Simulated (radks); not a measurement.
Trend from Zn3+ to Hg3+: ionisation energy by Delta-SCF between NIST ground configurations, and size. All-electron calculation, non-relativistic Kohn-Sham, r2SCAN, spin-unpolarised, spherical densities, point nucleus; meta-GGA in the generalised Kohn-Sham scheme. Program: a radial shooting solver on a logarithmic mesh with Libxc functionals.

species,configuration,IE (eV),NIST (eV),kind,-e(HOMO) (eV),outermost,<r> outermost (bohr),r at 0.001 e/bohr^3 (bohr)
Zn3+,[Ar] 3d9,62.553,59.57,exp.,51.369 (3d),3d,0.813,2.58
Cd3+,[Kr] 4d9,55.061,51,theory,46.747 (4d),4d,1.18,2.99
Hg3+,[Xe] 4f14 5d9,51.278,48.6,exp.,43.880 (5d),5d,1.36,3.19

Reference values: NIST Atomic Spectra Database (exp. = measured, semi-emp. = semi-empirical, theory = theoretical value adopted there). Relativity is left out here, which matters for elements this heavy. Spin polarisation and multiplet splitting are left out, so open shells lie too high by an amount that depends on their filling.

Beside tabulated values, note that spin-unpolarised runs miss the spin-polarisation part of the exchange energy of open shells.
